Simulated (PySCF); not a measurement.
CH6O2Si2, SMILES O=CO[SiH2][SiH3].

The structure is a stationary point at PBE0-D3(BJ)/def2-SVP. This is a generated structure with no PubChem entry under its InChIKey; it may be hypothetical. The values are those of a single conformer.

Two levels are set side by side: PBE/def2-TZVP (PySCF) and B3LYP/def2-TZVP (PySCF). Same geometry, gas phase. Differences are taken from unrounded values.

```json
[
 {"quantity": "orbital gap (eV)", "PBE": "5.34"},
 {"quantity": "highest occupied level (eV)", "PBE": "-6.86"},
 {"quantity": "lowest empty level (eV)", "PBE": "-1.52"},
 {"quantity": "dipole moment (D)", "PBE": "1.38"},
 {"quantity": "mean polarisability (bohr³)", "PBE": "76.6"}
]
```

These are the PBE values. What does B3LYP give? (Estimate from the structure and the level; the computed values follow.)


| quantity | B3LYP | PBE minus B3LYP |
|---|---|---|
| orbital gap (eV) | 7.42 | -2.08 |
| highest occupied level (eV) | -8.06 | 1.20 |
| lowest empty level (eV) | -0.64 | -0.88 |
| dipole moment (D) | 1.44 | -0.06 |
| mean polarisability (bohr³) | 73.3 | 3.3 |

PBE's occupied levels lie high since its potential decays too fast outside the molecule; exact exchange lowers them and widens the gap. PBE's more diffuse valence density responds more strongly to a field. Differences between two approximate levels are no errors against the true value.

Rough cost on one machine, each run with all the roots and properties that it gave: B3LYP against PBE within a factor of 2.
